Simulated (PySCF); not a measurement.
**From computed data to an observable: entropy of an ideal gas**

Se(OH)(NH2) (H3NOSe), SMILES N[Se]O.

The structure is a stationary point at TPSSh-D3(BJ)/def2-TZVP. Other conformers were not sampled.

TPSSh-D3(BJ)/def2-TZVP (PySCF) gives the harmonic wavenumbers 252, 415, 476, 533, 619, 769, 1005, 1072, 1596, 3493, 3601, 3756 cm⁻¹ and the rotational temperatures 0.7302, 0.3335, 0.2389 K. The molar mass is 112.00 g/mol, the symmetry number 1, the spin multiplicity 1.

Task: Work out the entropy at 298.15 K and 1 atm in the rigid-rotor, harmonic-oscillator model.

Result: 
Translation (Sackur–Tetrode at 1 atm): S = R[1.5 ln M + 2.5 ln T − 1.16487] = 167.6 J/(mol K).
Rotation: q = (√π/σ) T^1.5/√(θA θB θC) = 37800, S = R[ln q + 3/2] = 100.1 J/(mol K).
Vibration: with u = 1.4388 ν/T, each mode gives R[u/(e^u − 1) − ln(1 − e^−u)]:
```json
[
 {"ν (cm⁻¹)": "252", "modes": "1", "u": "1.22", "S (J/(mol K))": "7.18"},
 {"ν (cm⁻¹)": "415", "modes": "1", "u": "2.00", "S (J/(mol K))": "3.80"},
 {"ν (cm⁻¹)": "476", "modes": "1", "u": "2.30", "S (J/(mol K))": "3.02"},
 {"ν (cm⁻¹)": "533", "modes": "1", "u": "2.57", "S (J/(mol K))": "2.43"},
 {"ν (cm⁻¹)": "619", "modes": "1", "u": "2.99", "S (J/(mol K))": "1.75"},
 {"ν (cm⁻¹)": "769", "modes": "1", "u": "3.71", "S (J/(mol K))": "0.98"},
 {"ν (cm⁻¹)": "1005", "modes": "1", "u": "4.85", "S (J/(mol K))": "0.38"},
 {"ν (cm⁻¹)": "1072", "modes": "1", "u": "5.17", "S (J/(mol K))": "0.29"},
 {"ν (cm⁻¹)": "1596", "modes": "1", "u": "7.70", "S (J/(mol K))": "0.03"}
]
```
The stiffer modes add less than 0.005 each. Sum 19.9 J/(mol K).
Spin: R ln 1 = 0.0 J/(mol K).
Total 287.6 J/(mol K); the program's own thermochemistry gives 287.6. Translation makes up 58 % and vibration 7 %. Anharmonicity, hindered rotation and orbital degeneracy are left out.
